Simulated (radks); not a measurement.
Task: Lu10+, configuration [Kr] 4d10 4f12 5s2 5p1. All-electron calculation, Dirac Kohn-Sham, LB94 model potential, spin-unpolarised, spherical densities, finite nucleus; open shells fill j = l - 1/2 first; Fermi nuclear charge, rms radius 5.37 fm. Program: a radial shooting solver on a logarithmic mesh with Libxc functionals. Some entries of the table are withheld. Estimate them.

orbital,occ.,eigenvalue (hartree),<1/r> (bohr^-1)
1s1/2,2,-2335.785,(1)
2s1/2,2,-403.8004,19.91
2p1/2,2,(2),19.91
2p3/2,4,(3),16.99
3s1/2,2,-97.17419,7.293
3p1/2,2,-89.26241,7.222
3p3/2,4,-80.44282,6.473
3d3/2,4,-66.90267,6.369
3d5/2,6,-64.97078,6.189
4s1/2,2,-24.79197,3.055
4p1/2,2,-21.57171,2.953
4p3/2,4,-19.56052,2.688
4d3/2,4,-14.22873,2.482
4d5/2,6,-13.85604,2.419
5s1/2,2,-8.51095,1.291
5p1/2,1,(4),(5)
4f5/2,6,(6),2.007
4f7/2,6,(7),1.983
5p3/2,0,(8),(9)
5d3/2,0,(10),0.9665
5d5/2,0,(11),0.9516
6s1/2,0,-4.38873,0.6997

Result: 
(1) 1s1/2 <1/r> (bohr^-1): 82.26
(2) 2p1/2 eigenvalue (hartree): -386.1497
(3) 2p3/2 eigenvalue (hartree): -344.7331
(4) 5p1/2 eigenvalue (hartree): -7.44871
(5) 5p1/2 <1/r> (bohr^-1): 1.203
(6) 4f5/2 eigenvalue (hartree): -7.23798
(7) 4f7/2 eigenvalue (hartree): -7.17103
(8) 5p3/2 eigenvalue (hartree): -7.04332
(9) 5p3/2 <1/r> (bohr^-1): 1.125
(10) 5d3/2 eigenvalue (hartree): -5.42491
(11) 5d5/2 eigenvalue (hartree): -5.35893
